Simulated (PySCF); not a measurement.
## Electronic structure of [Ag(H2O)4]2+

[Ag(H2O)4]2+: Ag(II) (d9), charge +2. The structure is a PBE0-D3(BJ)/def2-TZVP, IEF-PCM water geometry optimised for multiplicity 2; coordination square planar, point group Cs, metal–donor distances 2.13 Å.

```
13

Ag    0.0000    0.0000    0.0000
O     2.1345    0.0000    0.0211
H     2.4996    0.7731    0.4755
H     2.4996   -0.7731    0.4755
O    -2.1371    0.0000    0.0211
H    -2.5065    0.7745   -0.4277
H    -2.5065   -0.7745   -0.4277
O    -0.1155    2.1410   -0.0222
H     0.2433    2.5319    0.7882
H     0.3942    2.5239   -0.7516
O    -0.1155   -2.1410   -0.0222
H     0.2433   -2.5319    0.7882
H     0.3942   -2.5239   -0.7516
```

Method (PySCF 2.14, density fitting): CASSCF(9,5) with orbitals averaged over all microstates of the shell, strongly contracted NEVPT2 on the averaged canonical orbitals; basis x2c-TZVPall on the metal, x2c-SVPall elsewhere; spin-free X2C; IEF-PCM water; spin-orbit coupling by state interaction with the mean-field operator over all roots.

## Spin-free states

| 2S+1 | deg. | symmetry | free-ion term | CASSCF / cm⁻¹ | NEVPT2 / cm⁻¹ | f(ED) |
| --- | --- | --- | --- | --- | --- | --- |
| 2 | 1 | 2A' | 2D 1.00 | 0 | 0 | – |
| 2 | 1 | 2A' | 2D 1.00 | 15246 | 19085 | 1.1e-06 |
| 2 | 1 | 2A'' | 2D 1.00 | 15179 | 19490 | 6.8e-06 |
| 2 | 1 | 2A' | 2D 1.00 | 16634 | 20729 | 4.0e-07 |
| 2 | 1 | 2A'' | 2D 1.00 | 17812 | 22522 | 1.6e-09 |

Energies are counted from the ground state at NEVPT2 level. Weights follow the labels. f(ED) is the electric-dipole oscillator strength from the ground state at the fixed geometry, without vibronic coupling; occupations, where given, run over the ligand-field orbitals from the lowest.

## Ligand-field fit



| orbital | CASSCF / cm⁻¹ | NEVPT2 / cm⁻¹ | metal share | main function |
| --- | --- | --- | --- | --- |
| 1 | 0 | 0 | 0.99 | yz 1.00 |
| 2 | 1178 | 1793 | 0.98 | xz 0.98 |
| 3 | 2633 | 3031 | 0.98 | xy 1.00 |
| 4 | 2566 | 3437 | 0.95 | z2 0.98 |
| 5 | 17812 | 22522 | 0.86 | x2-y2 1.00 |

ζ = 1710 cm⁻¹, against 1770 for the free ion.

## Spin-orbit levels

```csv
E / cm⁻¹,deg.,make-up,g (S′ = 1/2)
0.0,2,0.99 2A',2.10 2.11 2.54
18214.9,2,0.72 2A' + 0.22 2A' + 0.04 2A'',1.22 1.61 4.45
19022.9,2,0.65 2A'' + 0.15 2A'' + 0.11 2A',0.20 1.36 3.02
21679.1,2,0.51 2A' + 0.30 2A'' + 0.14 2A'',0.13 0.69 1.96
23949.8,2,0.69 2A'' + 0.15 2A' + 0.15 2A',0.11 0.99 1.41
```

## Magnetism

The ground doublet has g = 2.100, 2.113, 2.545. μeff is 1.98 μB at 300 K and 1.96 μB at 10 K; the spin-only value is 1.73 μB.

| T / K | χT / cm³ K mol⁻¹ | μeff / μB |
| --- | --- | --- |
| 2 | 0.480 | 1.96 |
| 5 | 0.480 | 1.96 |
| 10 | 0.480 | 1.96 |
| 20 | 0.481 | 1.96 |
| 30 | 0.481 | 1.96 |
| 50 | 0.482 | 1.96 |
| 75 | 0.483 | 1.97 |
| 100 | 0.484 | 1.97 |
| 150 | 0.485 | 1.97 |
| 200 | 0.487 | 1.97 |
| 250 | 0.489 | 1.98 |
| 300 | 0.491 | 1.98 |

Powder magnetisation at 2 K: 0.21 μB at 0.5 T, 0.41 μB at 1 T, 0.72 μB at 2 T, 0.92 μB at 3 T, 1.08 μB at 5 T, 1.12 μB at 7 T.

NEVPT2 lifts 2A'' from 15179 to 19490 cm⁻¹; on the d shell alone such lifts tend to overshoot.

The job took 11 s on one thread of AMD EPYC 9R14 (shared host), with 159 basis functions and a peak of 0.62 GiB, launched as `OMP_NUM_THREADS=1 python lf_run.py task.json out`.
